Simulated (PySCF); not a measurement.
## Continuum solvent and chemical shifts

Numbering as in the mapped SMILES `[CH2:1]=[CH:2][CH2:3][S:4](=[O:5])(=[O:6])[C:7]([F:8])([F:9])[F:10]`; H(Xn) means a hydrogen on atom n. Ha(C1) is cis to C3; Hb(C1) is trans to C3.

GIAO PBE0/pcSseg-1 in PySCF 2.14.0 with density-fitted response routines on one PBE0-D3(BJ)/def2-SVP conformer, non-relativistic, equivalent nuclei averaged. Solvents enter as an IEF-PCM continuum (chloroform with ε = 4.7, dimethylsulfoxide with ε = 46.8) around the gas-phase geometry. Shifts are referred to TMS, CS2, CFCl3 computed in the same medium.

In chloroform, δ in ppm: C1 142.0, C2 128.0, C7 127.7, C3 60.3, S4 315.5, F8/F9/F10 -89.2, Hb(C1) 6.25, H(C2) 6.24, Ha(C1) 6.17, H(C3) 3.91. Dipole moment 4.48 D.

(1) How does each δ change in the more polar medium?

(2) Which nuclei move most (in ppm), and what does the model miss?

Results:

(1) 
```csv
atoms,environment,"Δδ, dimethylsulfoxide"
C1,terminal =CH2 carbon,+0.6
C2,alkene CH,+0.6
C7,CF3 carbon,+0.4
C3,allylic sp3 CH2 bonded to S,+0.7
S4,sulfone sulfur,+1.6
F8/F9/F10,fluorine of an SCF3 group,+1.4
Hb(C1),hydrogen on a terminal =CH2 carbon,+0.04
H(C2),hydrogen on an alkene CH,+0.03
Ha(C1),hydrogen on a terminal =CH2 carbon,+0.06
H(C3),hydrogen on an allylic sp3 CH2 bonded to S,+0.15
```

Changes are relative to chloroform. The dipole moment becomes 4.79 D in dimethylsulfoxide.

(2) S4 (sulfone sulfur, +1.6 ppm) in dimethylsulfoxide. A continuum only polarises the solute; specific hydrogen bonds, the anisotropy of aromatic solvents and changes of geometry or conformer are outside it.
